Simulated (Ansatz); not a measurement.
AlH2IO, SMILES `[OH][AlH][I]` at its PBE0-D4/def2-TZVP geometry, where that method's forces vanish. The species carries charge 0 and has multiplicity 1. I: def2 effective core potential.

| atom | x (Å) | y (Å) | z (Å) |
| --- | --- | --- | --- |
| O1 | -0.861 | 0.720 | 0.728 |
| Al2 | 0.489 | -0.054 | 0.080 |
| I3 | 0.234 | -1.449 | -1.946 |
| H4 | -1.740 | 0.656 | 0.358 |
| H5 | 1.878 | 0.128 | 0.779 |

Task: For each bond, give half the difference of the two atoms' forces along it (eV/Å; positive pushes the atoms apart) under PBE-D4, r2SCAN-D4, B3LYP-D4, ωB97M-V in def2-TZVPP. (Best estimate.)

Result: The calculation gave: 
| bond | length (Å) | PBE-D4 | r2SCAN-D4 | B3LYP-D4 | ωB97M-V |
| --- | --- | --- | --- | --- | --- |
| O1–Al2 | 1.685 | 0.25 | 0.04 | 0.08 | 0.11 |
| O1–H4 | 0.956 | 0.35 | 0.02 | 0.00 | -0.05 |
| Al2–I3 | 2.473 | 0.02 | 0.02 | 0.14 | -0.01 |
| Al2–H5 | 1.566 | -0.02 | -0.05 | -0.18 | -0.20 |

B3LYP here is the variant with VWN-RPA as its local correlation; programs differ in this.

All numbers were calculated with Ansatz.
